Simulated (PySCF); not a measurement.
This PySCF input asks for the NMR shieldings of `FB(F)C1C=C1`, C₃H₃BF₂; the geometry comes from GFN2-xTB.

```python
import basis_set_exchange as bse
import numpy as np
from pyscf import gto, dft
from pyscf.prop import nmr

atoms = """
F     2.298153   -1.210548   -0.164257
B     1.373163   -0.321207    0.155790
F     1.823758    0.668831    0.910307
C    -0.096787   -0.426966   -0.303920
C    -0.949730    0.828295   -0.508779
C    -1.230023    0.151894    0.548218
H    -0.352801   -1.287137   -0.921420
H    -1.078011    1.639107   -1.179065
H    -1.774161   -0.036275    1.437947
"""
names = dict.fromkeys(["F", "B", "C", "H"], "pcSseg-1")
basis = {el: gto.basis.parse(bse.get_basis(n, elements=[el], fmt="nwchem")) for el, n in names.items()}
mol = gto.M(atom=atoms, basis=basis, charge=0, verbose=0)
mf = dft.RKS(mol, xc="PBE0")
mf.grids.level = 2
mf.grids.alignment = dft.numint.BLKSIZE   # the property module wants whole blocks of grid points
mf.conv_tol = 1e-9
mf.kernel()

calc = nmr.RKS(mf)   # GIAO
C = mf.mo_coeff
Co = C[:, mf.mo_occ > 0]
resp = mf.gen_response(singlet=True, hermi=2)
def vind(x):   # induced exchange potential for any number of trial vectors
    d = np.einsum("pi,xij,qj->xpq", C, 2 * x.reshape(-1, C.shape[1], Co.shape[1]), Co, optimize=True)
    return np.einsum("xpq,pi,qj->xij", resp(d - d.transpose(0, 2, 1)), C, Co, optimize=True).ravel()
mo1, _ = nmr.rhf.solve_mo1(calc, with_cphf=vind)
sigma = calc.kernel(mo1)
for i, s in enumerate(sigma):   # ppm
    print("%2d %-2s %9.2f" % (i, mol.atom_pure_symbol(i), np.trace(s) / 3))
```

Problem. What does it print?

Solution. 
```
 0 F     242.07
 1 B      72.59
 2 F     254.88
 3 C     186.33
 4 C      75.22
 5 C      75.17
 6 H      31.03
 7 H      24.77
 8 H      24.77
```

These numbers come from an equivalent density-fitted implementation of the same equations, which agrees with the script to about 0.01 ppm for H and up to a few tenths of a ppm for heavy atoms, so last digits may differ.

Size and cost of the density-fitted run: 117 basis functions, 7.5 s wall time on 1 thread of an Arm Neoverse V1, shared host; peak memory 0.52 GiB.
